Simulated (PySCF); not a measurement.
# Deuteron quadrupole couplings in `Cc1ccn(C)c1F`

C6H8FN.
Geometry (GFN2-xTB, Å), atoms numbered from 1 in this order:
```xyz
16
C6H8FN angstrom
C     -2.5660    0.2909   -0.1345
C     -1.1274   -0.0882   -0.0284
C     -0.5877   -1.3723    0.2214
C      0.7745   -1.2621    0.2523
N      1.1158    0.0397    0.0380
C      2.4477    0.5739   -0.0292
C     -0.0388    0.7338   -0.1335
F      0.0209    2.0576   -0.3640
H     -2.7312    0.9380   -0.9940
H     -3.1778   -0.6011   -0.2392
H     -2.8881    0.8291    0.7573
H     -1.1552   -2.2706    0.3616
H      1.5281   -2.0062    0.4150
H      3.0552    0.1538    0.7732
H      2.4072    1.6565    0.0816
H      2.9151    0.3363   -0.9890
```

Level: B3LYP/pcJ-1 (PySCF, non-relativistic); Q(2H) = 0.00286 b; rigid geometry, the same for H and D, with no vibrational averaging.

Problem. Rank these positions by the coupling χzz of a deuteron there, largest first.
A. H16 (methyl hydrogen)
B. H9 (methyl hydrogen)
C. H12 (aromatic hydrogen)

Solution. C (228 kHz), B (203 kHz), A (192 kHz).

Problem. Tabulate Vzz, the asymmetry η and χzz = 234.96 MHz × Q × Vzz for every hydrogen position.

Solution. 
```tsv
atom	bonded to	bond length (Å)	Vzz (au)	η	χzz (kHz)
H9	C1	1.089	0.3020	0.03	203
H10	C1	1.087	0.3057	0.04	205
H11	C1	1.090	0.2998	0.03	201
H12	C3	1.072	0.3391	0.09	228
H13	C4	1.071	0.3366	0.13	226
H14	C6	1.091	0.2915	0.07	196
H15	C6	1.089	0.2904	0.08	195
H16	C6	1.094	0.2864	0.07	192
```

Problem. How does χzz go with the bond length over the 8 C–H bonds?

Solution. A straight-line fit has a slope of -15.6 kHz for each 0.01 Å, with a correlation coefficient of -0.98, over lengths from 1.071 to 1.094 Å. The longer bonds have the smaller couplings here.

Isolated species at its GFN2-xTB geometry, gas phase. GFN2-xTB bond lengths can be off by several hundredths of an ångström, more for odd bonds, and the gradients follow them. With a basis this small, the couplings can be 20 % off.

The run behind these numbers computed spin–spin couplings as well. Hardware: one thread of an Arm Neoverse V1, shared host. Cost: 87 s.
